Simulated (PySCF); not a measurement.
PySCF input (B3PW91/6-31G* (5d)):

```python
from pyscf import gto, dft

mol = gto.M(
    atom='''
    O    -0.28880500   -0.17699600    2.01089000
    Si   -0.05987400   -0.03164300    0.36016600
    Si    2.25730600   -0.01706400    0.00965100
    Si   -0.99363800    1.96047500   -0.47717200
    Si   -1.02085500   -1.83096400   -0.81479800
    H    -1.19257700   -0.19954000    2.33690800
    H     2.87934700   -1.27644600    0.48499800
    H     2.89661800    1.12952500    0.69924900
    H     2.49671400    0.11118600   -1.44984900
    H    -2.44699900    2.01980000   -0.17209900
    H    -0.34600500    3.15690900    0.11520200
    H    -0.82270800    2.00470000   -1.95089200
    H    -0.84870300   -1.61653200   -2.27336200
    H    -0.39108100   -3.12234100   -0.44396400
    H    -2.47530000   -1.92255100   -0.52316500
    ''',
    basis='6-31g*',
    charge=0,
    spin=0,
    verbose=4,
)

mf = dft.RKS(mol, xc='b3pw91')
mf.grids.level = 3
mf.conv_tol = 1e-9
mf.max_cycle = 100
mf.max_memory = 1500
mf.kernel()
if not mf.converged:
    mf = mf.newton()
    mf.kernel(mf.make_rdm1())
mf.dip_moment()
```

From the output:

```
damping factor = 0
level_shift factor = 0
DIIS = <class 'pyscf.scf.diis.CDIIS'>
diis_start_cycle = 1
diis_space = 8
diis_damp = 0
SCF conv_tol = 1e-09
SCF conv_tol_grad = None
SCF max_cycles = 100
direct_scf = True
direct_scf_tol = 1e-13
XC library pyscf.dft.libxc version 7.1.2
    S. Lehtola, C. Steigemann, M. J. T. Oliveira, and M. A. L. Marques,  SoftwareX 7, 1–5 (2018)
XC functionals = b3pw91
    A. D. Becke,  J. Chem. Phys. 98, 5648 (1993)
radial grids:
    Treutler-Ahlrichs [JCP 102, 346 (1995); DOI:10.1063/1.469408] (M4) radial grids

becke partition: Becke, JCP 88, 2547 (1988); DOI:10.1063/1.454033
pruning grids: <function nwchem_prune>
grids dens level: 3
symmetrized grids: False
atomic radii adjust function: <function treutler_atomic_radii_adjust>
small_rho_cutoff = 0
Set gradient conv threshold to 3.16228e-05
Initial guess from minao.
tot grids = 188888
init E= -1238.8314265999
  HOMO = -0.284313104829236  LUMO = -0.0813032854618361  gap/eV = 5.52418
cycle= 1 E= -1238.90676024362  delta_E= -0.0753  |g|= 0.711  |ddm|= 3.23
  HOMO = -0.154474302384421  LUMO = -0.0215097496422394  gap/eV = 3.61815
cycle= 2 E= -1238.62950482841  delta_E= 0.277  |g|= 1.35  |ddm|= 2.45
  HOMO = -0.261627683398956  LUMO = -0.0326476769391473  gap/eV = 6.23086
cycle= 3 E= -1239.00338228848  delta_E= -0.374  |g|= 0.0652  |ddm|= 1.97
  HOMO = -0.26343560401186  LUMO = -0.0311545950795864  gap/eV = 6.32069
cycle= 4 E= -1239.00460497456  delta_E= -0.00122  |g|= 0.0201  |ddm|= 0.158
  HOMO = -0.263187811020885  LUMO = -0.0310556647624876  gap/eV = 6.31664
cycle= 5 E= -1239.0047682608  delta_E= -0.000163  |g|= 0.00389  |ddm|= 0.044
  HOMO = -0.263071089883672  LUMO = -0.030891294337557  gap/eV = 6.31793
cycle= 6 E= -1239.00477359219  delta_E= -5.33e-06  |g|= 0.000785  |ddm|= 0.00695
  HOMO = -0.263194474483974  LUMO = -0.0309948421790565  gap/eV = 6.31847
cycle= 7 E= -1239.0047737757  delta_E= -1.84e-07  |g|= 0.000253  |ddm|= 0.00173
  HOMO = -0.263147812925497  LUMO = -0.0309532854585788  gap/eV = 6.31833
cycle= 8 E= -1239.00477380204  delta_E= -2.63e-08  |g|= 4.61e-05  |ddm|= 0.000487
  HOMO = -0.263155396777437  LUMO = -0.0309597698308521  gap/eV = 6.31836
cycle= 9 E= -1239.00477380287  delta_E= -8.35e-10  |g|= 7.11e-06  |ddm|= 8.24e-05
  HOMO = -0.263154994985603  LUMO = -0.0309592323173256  gap/eV = 6.31837
Extra cycle  E= -1239.00477380288  delta_E= -1.02e-11  |g|= 6.97e-06  |ddm|= 1.82e-05
converged SCF energy = -1239.00477380288
Dipole moment(X, Y, Z, Debye): -1.11323, -0.01418,  0.24869
```

The geometry given is a B3LYP-D3(BJ)/def2-TZVP minimum.
